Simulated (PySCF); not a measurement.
SiHMe2(NEt2), C6H17NSi.
InChI=1S/C6H17NSi/c1-5-7(6-2)8(3)4/h8H,5-6H2,1-4H3

The closed-shell ground state was solved at several levels (PySCF, density fitting, gas phase, non-relativistic). Geometry: PBE0-D3(BJ)/def2-SVP, one conformer, isolated molecule.

```json
{"level": "B3LYP/def2-SVPD", "basis functions": "300", "HOMO (eV)": "-5.83", "LUMO (eV)": "0.33", "gap (eV)": "6.16", "dipole (D)": "0.60"}
{"level": "PBE0/pcSseg-1", "basis functions": "228", "HOMO (eV)": "-6.02", "LUMO (eV)": "1.23", "gap (eV)": "7.25", "dipole (D)": "0.60"}
```

**Question.** Estimate the row for B3LYP/pcSseg-1, a basis of 228 functions; the other rows only guide the guess.

**Answer.** HOMO -5.81 eV, LUMO 0.92 eV, gap 6.73 eV, dipole 0.60 D.

**Question.** Over all these levels, which gives the widest orbital gap and which the narrowest?

**Answer.** PBE0/pcSseg-1 (global hybrid, 25 % exact exchange) has the widest, 7.25 eV, and B3LYP/def2-SVPD (global hybrid, 20 % exact exchange) the narrowest, 6.16 eV. Functional and basis both differ between the two, so the spread mixes both effects.

**Question.** How far do the dipole and the HOMO energy spread over the levels?

**Answer.** The dipole runs from 0.60 to 0.60 D (mean 0.60 D) and the HOMO from -6.02 to -5.81 eV.
